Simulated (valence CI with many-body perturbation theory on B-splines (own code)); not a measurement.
Hyperfine factors and g values of Ne IV

Level of theory: valence CI with perturbative core correlation (CI+MBPT): five valence electrons over a frozen Dirac-Fock core [He], a basis of 9 s, 9 p, 8 d, 6 f, 3 g, 1 h functions for each j, with the one-electron correlation potential Σ1 (screened to all orders), the two-electron term Σ2, the three-electron term Σ3, Breit, model QED; selected single and double excitations, second order for the rest, scaled by the run's own slope (own B-spline code, finite nucleus).

Against 12 measured levels this calculation errs by 131 cm⁻¹ on average and by 211 at most. These come from a selection out of Moore, Atomic Energy Levels, vol. I, NSRDS-NBS 35 (1971 reprint of NBS Circular 467, 1949), an old analysis. Levels without a partner in it may be off by more. Among the levels kept, up to 1300 cm⁻¹ of a level comes from second order outside the variational space, and about a tenth of that is noise between levels of different J, which matters for small intervals.

A/g_I is the dipole constant over the nuclear g factor μ/I (μ in nuclear magnetons, uniformly magnetised nucleus), B/Q the quadrupole constant per barn. Both hold the static response of the core; the bare values leave it out. Large factors of s and p1/2 electrons are usually good to 5 to 10 %; those of open d and f shells near neutrality can be off by tens of per cent, and small factors of p3/2, d and f electrons come from cancelling terms and can be off by a factor of two or in sign, in half-filled shells by more. B is blank for J = 1/2, where it vanishes, and for nearly pure S terms. Energies count from the lowest level.

Letters in brackets count levels of one name in rising energy.

```tsv
Level	E (cm⁻¹)	g	A/g_I (MHz)	A/g_I bare	B/Q (MHz/b)	B/Q bare
2s2 2p3 4S°_3/2	0	2.002	36.0	450		
2s2 2p3 2D°_5/2	41466	1.200	1500	1580	-52.2	-53.1
2s2 2p3 2D°_3/2	41513	0.800	932	869	103	104
2s2 2p3 2P°_1/2	62737	0.665	4220	4030		
2s2 2p3 2P°_3/2	62746	1.333	819	965	-123	-125
2s 2p4 4P_5/2	183937	1.601	3820	3820	1390	1410
2s 2p4 4P_3/2	184551	1.735	3710	3720	-1110	-1130
2s 2p4 4P_1/2	184872	2.670	8000	7980		
2s 2p4 2D_5/2	254396	1.200	4460	4230	-2880	-2930
2s 2p4 2D_3/2	254421	0.799	-1420	-1190	-2010	-2050
2s 2p4 2S_1/2	300111	2.001	16100	15000		
2s 2p4 2P_3/2	320462	1.334	-799	-425	1400	1420
2s 2p4 2P_1/2	321175	0.667	2560	2210		
2s2 2p2 3s 4P_1/2	478507	2.669	1000	1400		
2s2 2p2 3s 4P_3/2	478896	1.734	668	860	1310	1330
2s2 2p2 3s 4P_5/2	479478	1.601	1450	1600	-1640	-1660
2p5 2P°_3/2	485222	1.334	565	805	-1340	-1360
2p5 2P°_1/2	486180	0.665	4220	3940		
2s2 2p2 3s 2P_1/2	488386	0.667	933	757		
2s2 2p2 3s 2P_3/2	489092	1.334	1010	1240	-1630	-1660
2s2 2p2 3s 2D_5/2	511749	1.200	1940	1910	3210	3260
2s2 2p2 3s 2D_3/2	511755	0.799	1440	1480	2250	2280
2s2 2p2 3p 2S°_1/2	515250	2.002	-81.8	519		
2s2 2p2 3p 4D°_1/2	520846	0.001	1230	909		
2s2 2p2 3p 4D°_3/2	521064	1.202	476	549	130	132
2s2 2p2 3p 4D°_5/2	521413	1.373	477	605	-248	-252
2s2 2p2 3p 4D°_7/2	521886	1.429	685	828	-1370	-1400
2s2 2p2 3p 4P°_1/2	524332	2.666	-761	-198		
2s2 2p2 3p 4P°_3/2	524505	1.732	540	779	-678	-689
2s2 2p2 3p 4P°_5/2	524851	1.599	424	626	435	443
2s2 2p2 3p 2D°_3/2 [a]	530539	0.800	1320	1220	-663	-673
2s2 2p2 3p 2D°_5/2 [a]	531247	1.201	873	976	-929	-944
2s2 2p2 3p 4S°_3/2	532767	2.001	389	712		
2s2 2p2 3p 2P°_1/2 [a]	536634	0.666	1270	1110		
2s2 2p2 3p 2P°_3/2 [a]	536756	1.334	857	1030	603	613
2s2 2p2 3s 2S_1/2	545873	2.002	3040	2860		
2s2 2p2 3p 2F°_5/2	555385	0.857	1440	1420	2930	2980
2s2 2p2 3p 2F°_7/2	555518	1.143	1020	1030	3470	3520
2s2 2p2 3p 2D°_5/2 [b]	561170	1.200	1280	1310	917	931
2s2 2p2 3p 2D°_3/2 [b]	561274	0.801	1170	1150	762	774
```

Take the isotope of mass number 21, with I = 3/2, μ = -0.6617 μN and Q = 0.1016 b. What is the hyperfine structure of 2s 2p4 4P_3/2?

From the table A = -1640 MHz, B = -113 MHz. Shifts from the centre of gravity in MHz: F = 0: 6010, F = 1: 4480, F = 2: 1310, F = 3: -3720.
